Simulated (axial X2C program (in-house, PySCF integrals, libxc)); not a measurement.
## Working with the constants of MgV

A bond curve at the PBE0 level, with spin–orbit coupling, was computed with an in-house relativistic program for diatomic molecules (basis V dyall-cv3z [10s10p6d4f2g], Mg dyall-cv3z [9s8p6d3f] (cores contracted in-house)) for the state Ω = 5/2 (⟨Sz⟩ = 2.50, ⟨Lz⟩ = 0.00 at PBE0). Its fit gives Re = 3.0144 Å, ωe = 149.3 cm⁻¹, ωexe = 1.73 cm⁻¹ and αe = 1.364e-03 cm⁻¹; the masses are 50.9440 and 23.9850 u. Two-component means X2C with spin–orbit coupling and atomic mean-field Coulomb and Gaunt terms.

Q: Find the reduced mass, Be and the force constant.

A: From the PBE0 values: μ = 16.3073 u. Be = 16.8576/(μ Re²) = 0.1138 cm⁻¹. k = 5.8918×10⁻⁷ μ ωe² = 0.214 mdyn/Å.

Q: Where do the fundamental and the first overtone lie?

A: ν(1←0) = ωe − 2ωexe = 145.8 cm⁻¹; ν(2←0) = 2ωe − 6ωexe = 288.2 cm⁻¹.

Q: A Morse curve ties αe to the other constants (Pekeris). How well does that hold?

A: αe(Morse) = 6Be²/ωe × (√(ωexe/Be) − 1) = 1.508e-03 cm⁻¹; the PBE0 curve gives 1.364e-03 cm⁻¹, a ratio of 1.11.

Q: Estimate the centrifugal constant by the Kratzer relation.

A: D = 4Be³/ωe² = 2.64e-07 cm⁻¹.

Q: The dipole moment p changes by 0.30 D/Å at Re. What harmonic infrared intensity follows?

A: I = 42.256 × (dp/dR)²/μ = 0.23 km/mol.

The state is a single determinant with fixed occupations, the lowest that a limited PBE0 search found. Density functionals use the spin component along the axis (collinear). PBE0 can misorder states that lie within some tenths of an eV, so this need not be the ground state of the molecule. The nearest other spin-free determinant of the search, M_S = 5/2, Λ = 1, lies 0.05 eV up at the distance of the search. With several unpaired electrons one determinant need not be a pure state. A state of lower Ω lies just above, and one determinant can place such states too high, so the state shown need not be the lowest. The search has Ω = 1/2 only 0.03 eV up. This is the top spin component of a Σ state; components of lower Ω are not single determinants and can lie lower. The levels of this run spread widely (ωe from 106 to 163 cm⁻¹), so these constants depend on the method.
